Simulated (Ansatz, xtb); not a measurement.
# C2H8Sn: which of two isomers lies lower

We compare X, `C[CH2][SnH3]`, a singlet, with Y, `[CH3][SnH2][CH3]`, a singlet. Both are isolated molecules in the gas phase, relaxed with PBE0-D3(BJ)/def2-SVP.

Question: Estimate which is lower in electronic energy at CCSD(T)/def2-TZVP, and by roughly how much.

Answer: The CCSD(T)/def2-TZVP calculation puts structure Y lower, by 38.4 kJ/mol.

The same difference at several levels:

| level | geometry | E(Y) − E(X) (kJ/mol) | departure from the last row (kJ/mol) | job, with rough time for the two |
| --- | --- | --- | --- | --- |
| GFN2-xTB | GFN2-xTB | +30.8 | +69.2 | optimisation, 0.45 s |
| HF/STO-3G | GFN2-xTB | −44.4 | −6.0 | single point, 2.5 s |
| r2SCAN-D4/def2-SVP | GFN2-xTB | −29.2 | +9.2 | single point, 6.3 s |
| PBE0-D3(BJ)/def2-SVP | PBE0-D3(BJ)/def2-SVP | −23.8 | +14.6 | optimisation, 65 s |
| HF/def2-TZVP | PBE0-D3(BJ)/def2-SVP | −31.9 | +6.4 | part of the CCSD(T) run |
| MP2/def2-TZVP | PBE0-D3(BJ)/def2-SVP | −42.5 | −4.1 | part of the CCSD(T) run |
| CCSD(T)/def2-TZVP | PBE0-D3(BJ)/def2-SVP | −38.4 |  | single point, 3.6 min |

As drawn, Y has 1 C–Sn, 1 C–H in place of 1 C–C, 1 Sn–H.

GFN2-xTB puts the two in the other order. The largest departure from CCSD(T)/def2-TZVP is that of GFN2-xTB, 69.2 kJ/mol.

With harmonic frequencies from PBE0-D3(BJ)/def2-SVP (ideal gas, rigid rotor, one conformer each, 298.15 K, 1 atm): on the last row, ΔE + ΔZPE = −37.0, ΔH = −35.4, ΔG = −37.2 kJ/mol.

The correlated steps freeze 6 core orbitals; the filled d shell of Sn is correlated, in a basis made for valence electrons. Atoms past krypton carry core potentials in the def2 sets, other sets are all-electron and non-relativistic, and no spin–orbit term is included. Programs: Ansatz 0.2.0, xtb 6.7.1; the last row on 2 threads of AMD EPYC (Zen 3) on a shared host.
